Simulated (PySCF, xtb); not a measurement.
Ga(OH)2(SeH) (GaH3O2Se), SMILES [OH][Ga]([OH])[SeH]. Other conformers were not sampled.

Harmonic wavenumbers (cm⁻¹) from GFN2-xTB in xtb at its own minimum, in rising order: 99, 128, 150, 171, 263, 321, 344, 489, 523, 550, 578, 595, 2061, 3623, 3660.

**Question.** What does PySCF with PBE-D3(BJ)/def2-SVP give at its own minimum? (An estimate is asked for; the answer gives what the named calculation found.)

**Answer.** 110, 154, 170, 180, 280, 282, 324, 593, 658, 698, 800, 836, 2361, 3721, 3741. Paired by order, the mean absolute difference is 98 cm⁻¹ and the zero-point energies are 19.4 and 21.3 kcal/mol.
